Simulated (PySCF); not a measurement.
**Radial density of Zn²⁺ (zinc, charge +2)**

TPSSh, [Ar] 3d9 4s1, high-spin 3D determinant (an excited configuration). Calculation: PySCF 2.14, in aug-cc-pVQZ-PP with ECP10MDF (7s7p6d4f3g2h, 135 functions); scalar relativity through the core potential. This is the valence pseudo-density: the core potential removes the inner electrons and smooths the orbitals near the nucleus.

| r (bohr) | 4πr²ρ (e/bohr) | 4πr²(ρα − ρβ) |
| --- | --- | --- |
| 0.00576 | 1.516e-05 | 0.0000 |
| 0.00970 | 3.797e-05 | 0.0000 |
| 0.0163 | 0.0001002 | 0.0000 |
| 0.0274 | 0.0004059 | 0.0000 |
| 0.0461 | 0.003787 | 0.0004 |
| 0.0776 | 0.04679 | 0.0049 |
| 0.131 | 0.4789 | 0.0505 |
| 0.220 | 3.297 | 0.3115 |
| 0.369 | 14.59 | 1.0064 |
| 0.621 | 24.01 | 1.2393 |
| 1.05 | 9.322 | 0.6526 |
| 1.76 | 1.689 | 0.7009 |
| 2.96 | 0.2673 | 0.2327 |
| 4.97 | 0.005969 | 0.0059 |

Energies and moments cover only the electrons outside the core potential.
